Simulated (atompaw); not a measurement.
# What one change does to a pseudopotential (Ta, PAW (atompaw))

atompaw 4.2.0.5 input, output lines left out:

```
Ta 73
GGA-PBE scalarrelativistic loggrid 2001 logderivrange -3 5 201
6 6 5 4 0 0
6 0 0
6 1 0
5 2 3
0 0 0
c
c
c
c
c
v
c
c
c
c
v
c
c
v
c
2
3.00 2.50 2.55 2.60
y
2.45
n
y
1.75
n
y
1.1
n
custom rrkj gramschmidtortho sinc
3 0 troulliermartins
3.00
2.90
3.00
3.00
2.20
2.20
```

All-electron outer shells of the reference configuration (PBE, scalar-relativistic, ld1.x):

| shell | level (eV) | outermost node (bohr) | outermost maximum (bohr) |
| --- | --- | --- | --- |
| 4f | -40.27 | – | 0.44 |
| 6s | -18.43 | 1.31 | 2.58 |
| 5d | -18.31 | 0.65 | 1.54 |
| 6p | -12.54 | 1.56 | 3.23 |

Change: all radii scaled by about 0.80 (s 2.38, p 2.38, d 1.76 bohr); local potential troulliermartins scheme with l = 3 at 0 Ry, radius 2.02 bohr; augmentation sinc compensation charge, radius 1.98 bohr; PAW radius 2.38 bohr; waves and projectors: custom rrkj gramschmidtortho; core correction smooth core density matched at 2.06 bohr.

Cutoffs: the cutoffs (Ry, on a coarse ladder) from which the occupation-weighted sum of valence levels, in a spherical-Bessel basis at the reference potential, stays within 10 and 1 mRy of its value at 400 Ry; they do not see the model core or the augmentation charge, which bear on the density cutoff.

**Question.** What does the change do?

**Answer.** The potential gets harder (18 Ry and 25 Ry → 30 Ry and 35 Ry); the bound ghosts move from s to p, s. A smaller radius makes the pseudo-wave follow the all-electron one further in, where it bends more sharply, so more plane waves are needed.

```tsv
quantity	base	changed
cutoff, loose	18 Ry	30 Ry
cutoff, tight	25 Ry	35 Ry
bound ghosts	s	s, p
lowest overlap eigenvalue by channel	s 0.31, p 0.65, d 0.37	s 0.82, p 0.68, d 0.90
```

 A true bound ghost makes a file unfit for plane-wave use even where its test errors are small: the radial tests pick states by their node count and pass the ghost by. The cutoffs see the waves, projectors and local potential, not the compensation charge or the core.
